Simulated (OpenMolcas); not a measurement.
**Co⁴⁺: effect of the basis set**

- Program: OpenMolcas
- Method: SS-CASPT2, IPEA 0.25 Eh, imaginary shift 0.1 Eh (closed shells correlated: 3s 3p)
- Active space: 5 electrons in 5 orbitals (3d)
- State averaging: 2S+1 = 6 even, 1 root; 2S+1 = 4 even, 24 roots; 2S+1 = 2 even, 75 roots
- Spin-orbit coupling: RASSI with atomic mean-field integrals over the reference wave functions, term energies averaged over their components

A. ANO-RCC-VDZP [5s4p2d1f], DKH2, point nucleus; CASPT2 step roughly 7 core-seconds
B. ANO-RCC-VTZP [6s5p3d2f1g], DKH2, point nucleus; CASPT2 step about 11 core-seconds
C. ANO-L-VTZP [6s5p3d2f1g], non-relativistic, point nucleus; CASPT2 step of the order of 9 core-seconds
D. ANO-R2 [7s5p4d2f1g], X2C, finite nucleus; CASPT2 step roughly 10 core-seconds
E. ANO-RCC-VQZP [7s6p4d3f2g1h], DKH2, point nucleus; CASPT2 step roughly 40 core-seconds
F. ANO-R3 [8s5p5d3f2g1h], X2C, finite nucleus; CASPT2 step roughly 27 core-seconds

Energies in eV above 3d⁵ ⁶S_5/2, the measured ground level; measured values from Sugar and Corliss, J. Phys. Chem. Ref. Data 10, 1097 (1981).

```json
{"Level": "3d⁵ ⁶S_5/2", "A": "0.0000", "B": "0.0000", "C": "0.0000", "D": "0.0000", "E": "0.0000", "F": "0.0000", "Measured": "0.0000"}
{"Level": "3d⁵ ⁴G_5/2", "A": "4.955", "B": "4.833", "C": "4.789", "D": "4.789", "E": "4.763", "F": "4.710", "Measured": ""}
{"Level": "3d⁵ ⁴G_7/2", "A": "4.961", "B": "4.839", "C": "4.795", "D": "4.795", "E": "4.769", "F": "4.717", "Measured": ""}
{"Level": "3d⁵ ⁴G_11/2", "A": "4.964", "B": "4.842", "C": "4.797", "D": "4.797", "E": "4.771", "F": "4.719", "Measured": "4.6144"}
{"Level": "3d⁵ ⁴G_9/2", "A": "4.965", "B": "4.843", "C": "4.799", "D": "4.798", "E": "4.773", "F": "4.720", "Measured": ""}
{"Level": "3d⁵ ⁴P_5/2", "A": "5.380", "B": "5.339", "C": "5.267", "D": "5.268", "E": "5.252", "F": "5.192", "Measured": "5.0528"}
{"Level": "3d⁵ ⁴P_3/2", "A": "5.395", "B": "5.357", "C": "5.284", "D": "5.283", "E": "5.268", "F": "5.208", "Measured": "5.0698"}
{"Level": "3d⁵ ⁴P_1/2", "A": "5.412", "B": "5.377", "C": "5.304", "D": "5.301", "E": "5.286", "F": "5.226", "Measured": "5.0863"}
{"Level": "3d⁵ ⁴D_7/2", "A": "5.935", "B": "5.796", "C": "5.738", "D": "5.730", "E": "5.717", "F": "5.655", "Measured": "5.5432"}
{"Level": "3d⁵ ⁴D_1/2", "A": "5.953", "B": "5.816", "C": "5.758", "D": "5.747", "E": "5.735", "F": "5.673", "Measured": "5.5678"}
{"Level": "3d⁵ ⁴D_3/2", "A": "5.965", "B": "5.833", "C": "5.773", "D": "5.761", "E": "5.749", "F": "5.687", "Measured": ""}
{"Level": "3d⁵ ⁴D_5/2", "A": "5.968", "B": "5.836", "C": "5.777", "D": "5.764", "E": "5.752", "F": "5.690", "Measured": ""}
{"Level": "3d⁵ ²I_11/2", "A": "7.244", "B": "7.068", "C": "7.007", "D": "7.014", "E": "6.960", "F": "6.889", "Measured": ""}
{"Level": "3d⁵ ²I_13/2", "A": "7.260", "B": "7.085", "C": "7.024", "D": "7.029", "E": "6.975", "F": "6.904", "Measured": ""}
{"Level": "3d⁵ ²D_5/2(1) [71 %]", "A": "7.553", "B": "7.475", "C": "7.382", "D": "7.384", "E": "7.359", "F": "7.274", "Measured": "7.0773"}
{"Level": "3d⁵ ²D_3/2(1)", "A": "7.653", "B": "7.571", "C": "7.478", "D": "7.474", "E": "7.450", "F": "7.366", "Measured": "7.1692"}
{"Level": "3d⁵ ²F_7/2(1)", "A": "7.891", "B": "7.816", "C": "7.718", "D": "7.708", "E": "7.685", "F": "7.601", "Measured": "7.3715"}
{"Level": "3d⁵ ⁴F_9/2", "A": "8.081", "B": "7.922", "C": "7.839", "D": "7.825", "E": "7.815", "F": "7.722", "Measured": "7.5420"}
{"Level": "3d⁵ ⁴F_7/2", "A": "8.092", "B": "7.935", "C": "7.851", "D": "7.836", "E": "7.826", "F": "7.734", "Measured": "7.5598"}
{"Level": "3d⁵ ⁴F_3/2", "A": "8.123", "B": "7.971", "C": "7.886", "D": "7.868", "E": "7.858", "F": "7.766", "Measured": ""}
{"Level": "3d⁵ ²H_9/2 [71 %]", "A": "8.609", "B": "8.461", "C": "8.372", "D": "8.371", "E": "8.333", "F": "8.241", "Measured": "8.0270"}
{"Level": "3d⁵ ²H_11/2", "A": "8.682", "B": "8.550", "C": "8.457", "D": "8.451", "E": "8.410", "F": "8.320", "Measured": "8.0942"}
{"Level": "3d⁵ ²G_7/2(1)", "A": "8.820", "B": "8.620", "C": "8.540", "D": "8.527", "E": "8.500", "F": "8.408", "Measured": "8.2113"}
{"Level": "3d⁵ ²G_9/2(1) [69 %]", "A": "8.881", "B": "8.698", "C": "8.614", "D": "8.597", "E": "8.567", "F": "8.476", "Measured": "8.2772"}
```

Deviations, from unrounded energies. A percentage is the sum of absolute deviations over the sum of measured energies, with the sign that they share, or ± where signs differ.

| Against measurement | Levels | A | B | C | D | E | F |
| --- | --- | --- | --- | --- | --- | --- | --- |
| mean absolute deviation (cm-1) | 15 | 3800 | 2900 | 2200 | 2200 | 2000 | 1400 |
| other terms of the ground configuration (%) | 15 | +7.0 | +5.3 | +4.1 | +4.0 | +3.7 | +2.5 |

F lies closest to measurement on these levels and A furthest from it. The largest miss of F in the table is 3d⁵ ²F_7/2(1), by +1900 cm-1. The ranking rests on the paired levels alone, and a cruder setting can come out closer through cancelling errors.

Among A to F the level of the table that moves most is 3d⁵ ²G_7/2(1), by 3300 cm-1 (lowest in F, highest in A). Moves below CASPT2's spread within the term are not significant.

CASPT2 breaks the degeneracy within a term, and the mean is taken; among the terms shown or strongly mixed into the levels shown the widest spread is 180 cm-1 (3d⁵ ⁴F, B). The basis is small and was not contracted for so high a charge (holds for A). Computed and measured levels are paired by configuration, term and J; levels that our copy of the source lacks, or whose pairing is in doubt (as where it misses far off the trend of its configuration), stay unpaired and out of the deviations. Levels of configurations outside the active space are missing. Levels that lie high or do not pair safely by name in every column are left out.

A share in square brackets marks a mixed level and gives the weight of the term that names it, the lowest over the columns. A number in round brackets counts repeated terms of one configuration in the order of the reference energies.
